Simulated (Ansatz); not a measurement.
Saddle point of BHBrCl2F, closed shell (BBrCl₂ ([Cl][B]([Cl])[Br]) + HF → BCl₂F ([F][B]([Cl])[Cl]) + HBr; bonds formed: B1–F6, Br2–H5; bonds broken: B1–Br2, H5–F6), PBE0-D4/def2-TZVP structure:

```xyz
6
angstrom
B -0.2349 -0.3943 0.1028
Br -0.5395 1.6709 -0.6241
Cl -0.5511 -1.5725 -1.1591
Cl -0.9039 -0.6147 1.7103
H 0.9663 0.9747 -0.2065
F 1.2629 -0.0641 0.1767
```

Energies are electronic, without zero-point energy. Barriers and step energies count from the start structure reached by relaxing down the imaginary mode; all methods use the PBE0-D4 structures, on which another method's saddle can fall below an end. Program: Ansatz 0.2.0. Basis: def2-TZVPP, with def2-QZVPP for the basis limit. Cores are frozen in the correlated methods. Filled d shells of the heavier atoms are correlated. The def2 sets are not built for correlating such inner shells, so the correlated values are less sure here. B3LYP uses VWN-RPA correlation. Extrapolation: Hartree–Fock as exp(−7.88 √X), correlation as X^−2.97.

```csv
method,barrier (eV),step energy (eV)
SPW92,?,-0.643
PBE-D4,0.524,-0.610
BLYP-D4,?,-0.715
r2SCAN-D4,?,-0.717
B97M-V,0.754,-0.799
PBE0-D4,0.643,-0.648
B3LYP-D4,0.751,-0.746
r2SCAN0-D4,0.659,-0.721
BHLYP-D4,0.887,-0.800
CAM-B3LYP-D4,0.704,-0.821
wB97X-V,0.714,-0.745
wB97M-V,0.678,-0.736
B2PLYP,0.787,-0.730
PBE-QIDH,0.726,-0.650
RPA on PBE,0.789,-0.717
HF,1.333,-0.964
MP2,0.758,-0.594
CCSD,0.905,-0.745
CCSD(T),0.811,-0.699
```

Question: Fill in the withheld barriers. (Judge from chemistry; the value comes from the calculation.)

Answer: The calculation gives: r2SCAN-D4 0.564; SPW92 0.116; BLYP-D4 0.677 eV. Each is the energy of the saddle less that of the start structure, by the same method.

For comparison, the barrier by CCSD(T) at an estimated basis limit (MP2 extrapolated from triple and quadruple zeta, plus CCSD(T) − MP2 in triple zeta) is 0.814 eV.

T1 diagnostic: at most 0.010.

Labels in which every atom is bracketed show which atoms are joined, not bond orders.

For scale, one of the runs: CCSD(T)/def2-TZVPP, 208 basis functions, launched by `ansatz run in.yaml --threads 4 --pin off --events-out ev --progress --plain --max-ram 9574MiB`. Time: 2.4 min of wall clock on 4 CPU threads of an Arm Neoverse V1; the host was shared. Peak host memory: 2.8 GiB.
